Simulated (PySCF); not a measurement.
First SCF of a structure search on quintet CoOCl, at a hand-made bent geometry. PySCF input:

```python
from pyscf import gto, scf, dft
mol = gto.M(atom='''
Co     0.000000     0.000000     0.000000
O     -1.310600     0.000000     0.917700
Cl     1.720200     0.000000     1.204500''',
    basis={'Co': 'def2-TZVP', 'O': 'def2-TZVP', 'Cl': 'def2-TZVP'},
    charge=0, spin=4)
mf = dft.UKS(mol, xc='PBE0')
mf.grids.atom_grid = (50, 194)
aux = {'Co': 'def2-universal-JKFIT', 'O': 'def2-universal-JKFIT', 'Cl': 'def2-universal-JKFIT'}
mf = mf.density_fit(auxbasis=aux)
mf.conv_tol = 1e-08
mf.diis_space = 10
mf.max_cycle = 60
mf.init_guess = 'minao'
mf.verbose = 4
mf.kernel()
```

Excerpt of the output (cycles alone):

```
init E= -1916.85014081672
cycle= 1 E= -1901.36517453198  delta_E= 15.5  |g|= 5.72  |ddm|= 5.88
cycle= 2 E= -1847.51032785435  delta_E= 53.9  |g|= 13.9  |ddm|= 11.4
cycle= 3 E= -1897.78018955218  delta_E= -50.3  |g|= 9.09  |ddm|= 7.28
cycle= 4 E= -1902.93042244991  delta_E= -5.15  |g|= 7.62  |ddm|= 1.61
cycle= 5 E= -1908.12179727423  delta_E= -5.19  |g|= 6.07  |ddm|= 3.77
cycle= 6 E= -1910.34814139229  delta_E= -2.23  |g|= 5.28  |ddm|= 1.83
cycle= 7 E= -1911.07561027888  delta_E= -0.727  |g|= 4.68  |ddm|= 1.75
cycle= 8 E= -1917.07907887986  delta_E=   -6  |g|= 1.57  |ddm|= 2.01
cycle= 9 E= -1917.4691015609  delta_E= -0.39  |g|= 0.884  |ddm|= 1.07
cycle= 10 E= -1917.70300297361  delta_E= -0.234  |g|= 0.461  |ddm|= 0.475
cycle= 11 E= -1917.76122427479  delta_E= -0.0582  |g|= 0.0806  |ddm|= 0.193
cycle= 12 E= -1917.76285625203  delta_E= -0.00163  |g|= 0.097  |ddm|= 0.0926
cycle= 13 E= -1917.76493812244  delta_E= -0.00208  |g|= 0.043  |ddm|= 0.0304
cycle= 14 E= -1917.76553711281  delta_E= -0.000599  |g|= 0.0256  |ddm|= 0.0265
cycle= 15 E= -1917.76596716779  delta_E= -0.00043  |g|= 0.00674  |ddm|= 0.0336
cycle= 16 E= -1917.7660423953  delta_E= -7.52e-05  |g|= 0.00306  |ddm|= 0.0111
cycle= 17 E= -1917.76610110084  delta_E= -5.87e-05  |g|= 0.00358  |ddm|= 0.0152
cycle= 18 E= -1917.76612873618  delta_E= -2.76e-05  |g|= 0.00101  |ddm|= 0.0112
cycle= 19 E= -1917.76613691035  delta_E= -8.17e-06  |g|= 0.000614  |ddm|= 0.00634
cycle= 20 E= -1917.76614048  delta_E= -3.57e-06  |g|= 0.000364  |ddm|= 0.00422
cycle= 21 E= -1917.76614189491  delta_E= -1.41e-06  |g|= 0.000157  |ddm|= 0.0037
cycle= 22 E= -1917.76614203089  delta_E= -1.36e-07  |g|= 6.85e-05  |ddm|= 0.000979
cycle= 23 E= -1917.76614205521  delta_E= -2.43e-08  |g|= 4.69e-05  |ddm|= 0.000308
cycle= 24 E= -1917.76614206274  delta_E= -7.53e-09  |g|= 3.03e-05  |ddm|= 0.000149
Extra cycle  E= -1917.76614206193  delta_E= 8.14e-10  |g|= 9.65e-05  |ddm|= 6.86e-05
converged SCF energy = -1917.76614206193  <S^2> = 6.0213147  2S+1 = 5.0085186
```

This is not the lowest solution: another start and a stability analysis within the same unrestricted form found one 1.5 kJ/mol lower, at -1917.76673 Eh.

Other spin states or occupations of the open shell can lie lower.

The search for the lowest solution, 3 starts and the stability check together, took 24 s on 4 threads of a shared Arm Neoverse N1 host, with 113 basis functions; the process peaked at 0.5 GiB.
